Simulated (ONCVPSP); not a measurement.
**O (Z = 8): one change to an ONCV potential, before and after**

```
Element                 : oxygen (O)
Generator               : ONCVPSP 4.0.1
Type                    : optimised norm-conserving Vanderbilt (ONCV)
Functional              : PBE
Relativity              : scalar-relativistic
Frozen core             : [He]
Valence charge          : 6
Reference configuration : 2s2 2p4
Partial waves           : 2s: rc 0.80 bohr, ncon 4, nbas 8, qcut 9 1/bohr, local; 2p: rc 1.00 bohr, ncon 4, nbas 7, qcut 6.8 1/bohr, 3 projectors, debl 3.9 Ha; d scattering state at 0.1 Ha: rc 0.80 bohr, ncon 3, nbas 7, qcut 13.5 1/bohr, 1 projector
Local potential         : the s channel
Core correction         : none
```

All-electron outer shells of the reference configuration (PBE, scalar-relativistic, ld1.x):

| shell | level (eV) | outermost node (bohr) | outermost maximum (bohr) |
| --- | --- | --- | --- |
| 1s | -514.70 | – | 0.13 |
| 2s | -23.96 | 0.28 | 0.87 |
| 2p | -9.03 | – | 0.82 |

Change: p: rc 1.24.

Cutoffs: the cutoffs (Ha) at which the residual kinetic energy of the hardest occupied pseudo-wave falls to 1 and 0.1 mHa per electron; they do not see the model core or the augmentation charge, which bear on the density cutoff. Errors are all-electron minus pseudo energies relative to the spin-unpolarised reference configuration.

Predict the effect on cutoff, ghosts and configuration errors.

The potential gets softer (132 Ha and 155 Ha → 78 Ha and 148 Ha); of the 4 tests that both files solve, the error grows in 4 and shrinks in 0 by more than 15 % and 0.3 meV (median size 45.4 → 99.5 meV); neither file shows a bound ghost. A larger radius leaves more room for a smooth pseudo-wave, so fewer plane waves are needed. More of the atom is replaced by a form fitted at one configuration, so other configurations suffer.

| quantity | base | changed |
| --- | --- | --- |
| cutoff, loose | 132 Ha | 78 Ha |
| cutoff, tight | 155 Ha | 148 Ha |
| loose cutoff by channel | s 40 Ha, p 132 Ha | s 40 Ha, p 78 Ha |
| bound ghosts | none | none |
| GHOST(+) flags under 300 eV | none | none |
| error for 2s2 2p3, meV [ΔE 16.43 eV] | +8.1 | +20 |
| error for 2s2 2p2, meV [ΔE 50.02 eV] | +83 | +176 |
| error for 2s2 2p1, meV [ΔE 103.89 eV] | +376 | +727 |
| error for 2s1 2p4, meV [ΔE 31.66 eV] | -3.4 | -23 |
| s: phases at 0.81 bohr within 0.05 rad from the reference energy up to (Ha; the scan ends near 5) | to the end of the scan | to the end of the scan |
| d: phases at 0.81 bohr within 0.05 rad from the reference energy up to (Ha; the scan ends near 5) | to the end of the scan | to the end of the scan |
